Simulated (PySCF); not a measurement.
Compound: C8H10NP.
Structure used (GFN2-xTB), in Å, numbered top down from 1:
```xyz
20
C8H10NP angstrom
C      3.3309   -0.1433    0.0252
N      2.0905   -0.4706   -0.6431
P      0.6338   -0.1502   -0.2062
C     -0.2264   -0.8107    1.2794
C     -1.5328   -0.5986    1.2759
C     -2.1234    0.1699    0.1162
C     -1.7831   -0.5852   -1.1541
C     -0.5093   -0.8075   -1.4321
C     -1.4310    1.5119    0.0486
C     -0.1135    1.5254   -0.0764
H      3.4802    0.9337    0.1468
H      3.4223   -0.6124    1.0095
H      4.1334   -0.5271   -0.6078
H      0.3086   -1.3511    2.0447
H     -2.2066   -0.9412    2.0467
H     -3.2022    0.2861    0.2265
H     -2.6052   -0.9072   -1.7745
H     -0.1170   -1.3256   -2.2902
H     -2.0456    2.3977    0.1060
H      0.4911    2.4166   -0.1441
```

Definitions: NICS(0) = −σiso at the ring centroid; NICS(1) = −σiso and NICS(1)zz = −σzz at ±1 Å along the ring normal z. Level: GIAO PBE0/pcSseg-1 (PySCF, non-relativistic, gas phase) on the GFN2-xTB geometry, one conformer.

Ring bond lengths (Å), with Mayer bond orders in brackets: P3–C4 1.839 (0.83), C4–C5 1.323 (1.84), C5–C6 1.511 (0.98), C6–C7 1.517 (0.97), C7–C8 1.323 (1.84), C8–P3 1.800 (0.93); P3–C4 1.839 (0.83), C4–C5 1.323 (1.84), C5–C6 1.511 (0.98), C6–C9 1.512 (0.98), C9–C10 1.323 (1.84), C10–P3 1.839 (0.83).

Task: Give the NICS values of each ring in ppm.

Result: 
```json
{"ring": "P3–C4–C5–C6–C7–C8", "type": "6-membered ring with P; formal bonds 2 double, 4 single", "NICS(0)": "-2.0", "NICS(1), two faces": "-3.9 / -4.5", "NICS(1)zz, two faces": "-5.5 / -4.9", "rms pucker (Å)": "0.35", "centre to ring atoms, mean (Å)": "1.48"}
{"ring": "P3–C4–C5–C6–C9–C10", "type": "6-membered ring with P; formal bonds 2 double, 4 single", "NICS(0)": "-2.0", "NICS(1), two faces": "-4.2 / -4.5", "NICS(1)zz, two faces": "-4.5 / -4.4", "rms pucker (Å)": "0.36", "centre to ring atoms, mean (Å)": "1.48"}
```

Task: What do they say, and how far can they be read as aromaticity?

Result: 
- P3–C4–C5–C6–C7–C8: mean NICS(1)zz -5.2 ppm, shielded. P3, C6 have four or more neighbours, and the NICS criterion for π rings isn't applied.
- P3–C4–C5–C6–C9–C10: mean NICS(1)zz -4.5 ppm, shielded. P3, C6 have four or more neighbours; no verdict on aromaticity is drawn.

Task: At the second NICS(1) probe listed for ring P3–C4–C5–C6–C9–C10, 1 Å off the ring, what do the in-plane components average?

Result: The isotropic value is a third of the trace: (3 × -4.5 − (-4.4))/2 = -4.5 ppm.

Task: How shielded are the nuclei of the rings and their hydrogens (means over atoms taken as equivalent)?

Result: 
```tsv
atoms	environment	σ isotropic (ppm)
P3	phosphorus bonded to 3 C and N	360.9
C4 (×3)	alkene CH carbon	41.9
C5 (×3)	alkene CH carbon	29.0
C6	sp3 carbon at a ring junction	136.0
H14 (×3)	vinylic hydrogen	24.60
H15 (×3)	vinylic hydrogen	24.16
H16	methine hydrogen	27.21
```
